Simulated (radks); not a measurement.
The tantalum ion Ta+, 72 electrons, occupied as [Kr] 4d10 4f14 5s2 5p5.5 5d3 6s1.5 (fractional occupations, a model configuration). All-electron calculation, Dirac Kohn-Sham, LDA (Slater exchange, VWN5 correlation), spin-unpolarised, spherical densities, finite nucleus; open shells fill j = l - 1/2 first; Fermi nuclear charge, rms radius 5.3507 fm. Program: a radial shooting solver on a logarithmic mesh with Libxc functionals.

Normalised radial functions P(r) = r R(r) (large component), r in bohr:

r,5p1/2
0.002296,0.0146
0.003623,0.0256
0.005715,0.0457
0.009018,0.0813
0.01423,0.1388
0.02245,0.2133
0.03513,0.2604
0.05543,0.1767
0.08746,-0.1177
0.138,-0.3700
0.2177,-0.0318
0.3408,0.5325
0.5376,0.0771
0.8483,-0.9020
1.338,-0.9203
2.112,-0.3351
3.305,-0.0440
5.214,-0.0013
8.227,0.0000

5p1/2: eigenvalue -55.132 eV, 3 radial nodes at r = 0.0750, 0.223, 0.556 bohr, <r> = 1.21 bohr, 90 % of the charge inside 1.77 bohr.
